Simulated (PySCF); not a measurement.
H3NOS2W, multiplicity 1. Atoms are numbered in the order given.

```xyz
8

W      0.1144     0.0936    -0.1378
N      0.8777    -0.8524    -1.4095
H      1.5787    -1.5270    -1.7370
S      1.0978    -0.2135     1.7609
O      0.1226     1.9446    -0.5843
H      0.3500     2.2761    -1.4727
S     -2.0421    -0.8504    -0.0819
H     -2.4109    -0.2447     1.0871
```
Charge 0, spin multiplicity 1.

Geometry: PBE-D3(BJ)/def2-SVP. The multiplicity is an assumed one; no other spin state was optimised. The structure was generated by enumeration; whether it is a known compound was not checked. The def2 effective core potentials stand for the cores of W; spin–orbit coupling is left out. Other conformers were not sampled.

Level of theory: PySCF with PBE-D3(BJ)/def2-SVP.

Frequencies are harmonic and unscaled.

Computed vibrational spectrum:
| mode | ν (cm⁻¹) | IR (km/mol) | moving atoms (share of kinetic energy) |
|---|---|---|---|
| 1 | 131 | 1.8 | S 76 %, W 12 % |
| 2 | 147 | 0.8 | S 37 %, O 27 %, W 16 %, N 12 %, H 9 % |
| 3 | 180 | 8.8 | O 40 %, S 22 %, H 17 %, N 12 %, W 10 % |
| 4 | 206 | 13.8 | N 37 %, O 22 %, S 21 %, H 16 % |
| 5 | 223 | 11.6 | N 41 %, H 30 %, O 18 % |
| 6 | 304 | 47.5 | H 86 % |
| 7 | 329 | 33.8 | H 78 %, N 10 % |
| 8 | 376 | 23.9 | S 76 %, W 17 % |
| 9 | 510 | 179.1 | S 46 %, H 34 %, W 11 %, N 8 % |
| 10 | 545 | 46.9 | H 51 %, S 35 %, N 8 % |
| 11 | 601 | 170.9 | H 81 %, O 13 % |
| 12 | 626 | 43.5 | H 80 %, O 13 % |
| 13 | 645 | 38.4 | H 63 %, O 19 %, N 15 % |
| 14 | 709 | 49.1 | O 54 %, H 33 %, W 9 % |
| 15 | 971 | 64.3 | N 84 % |
| 16 | 2587 | 2.7 | H 97 % |
| 17 | 3512 | 148.2 | H 93 % |
| 18 | 3744 | 230.9 | H 94 % |
